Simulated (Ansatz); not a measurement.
Several settings on one geometry of the cluster AgCl2⁻ (that of the charge -1 singlet, PBE0-D4/def2-TZVPD). Ansatz on 4 threads of Arm Neoverse V1 on a shared host; times are rough.

```xyz
3

Ag    0.000    0.000    0.000
Cl    1.785    1.112    1.017
Cl   -1.785   -1.112   -1.017
```

Totals from different functionals, basis sets or treatments of relativity can't be compared as stabilities.

In the def2 sets Ag takes a core potential; there is no spin–orbit coupling. A multiply charged anion in the gas phase is held together partly by the finite basis.

The spins typed aren't always the lowest for that charge.

Question: Give the basis size and estimate the energy, ⟨S²⟩ and time of these runs.

```tsv
run	method	charge	state	further keys
1	RKS ωB97X-V/def2-mTZVPP	-1	singlet	accuracy: high; forces asked
2	RKS PBE0-D3(BJ)/def2-TZVPP	-1	singlet	scf: {lower_state_search: off}; forces asked
3	ROKS PBE0/def2-mTZVP	-2	doublet	scf: {omitted_lower_state_checks: [starts]}; forces asked
```

Answer: 
```json
{"run": "1", "functions": "87", "energy (Eh)": "-1067.4435", "⟨S²⟩": "–", "wall time": "22 s"}
{"run": "2", "functions": "140", "energy (Eh)": "-1067.3082", "⟨S²⟩": "–", "wall time": "1 s"}
{"run": "3", "functions": "77", "energy (Eh)": "-1067.1070", "⟨S²⟩": "–", "wall time": "2.3 s"}
```

The highest occupied level of an anion often lies above zero with these methods, and sets without diffuse functions describe the outer electron poorly.
